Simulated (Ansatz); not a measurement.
`C[B@H-]1[Cl+][B@@H-](C)[Cl+]1`, relaxed with RKS PBE0-D4/def2-TZVP in Ansatz from a GFN2-xTB geometry. The force threshold is 0.005 eV/Å; the program also tests the step.

Total charge 0; spin multiplicity 1.

Start:

```xyz
14

C     0.049   -1.283   -1.810
B    -0.085    0.280   -1.497
Cl    1.301    0.878   -0.326
B    -0.073    1.177    0.965
C     0.070    0.182    2.211
Cl   -1.463    0.618   -0.218
H    -0.822   -1.652   -2.348
H     0.914   -1.485   -2.438
H     0.154   -1.893   -0.914
H    -0.191    1.025   -2.406
H    -0.173    2.333    1.183
H     0.140   -0.864    1.919
H     0.959    0.412    2.794
H    -0.780    0.271    2.884
```

By how much does the energy fall, and how many steps does the optimiser take? (Estimate.)

The calculation gave: 0.16 eV, in 17 steps, 2 of them rejected.

Which bonds change most? (An estimate is asked.)

Computed: B4–Cl6 from 1.909 to 1.977 Å; Cl3–B4 from 1.909 to 1.977 Å; B2–Cl3 from 1.910 to 1.977 Å; B2–Cl6 from 1.911 to 1.977 Å.

Give the relaxed structure. (An estimate is asked.)

Computed: 
```xyz
14

C     0.032   -1.280   -2.148
B    -0.068    0.107   -1.434
Cl    1.409    0.387   -0.150
B    -0.052    1.005    1.029
C     0.063    0.403    2.467
Cl   -1.464    0.119   -0.034
H    -0.861   -1.453   -2.757
H     0.890   -1.290   -2.828
H     0.138   -2.118   -1.456
H    -0.188    1.133   -2.027
H    -0.169    2.173    0.824
H     0.164   -0.684    2.476
H     0.928    0.830    2.984
H    -0.823    0.667    3.055
```
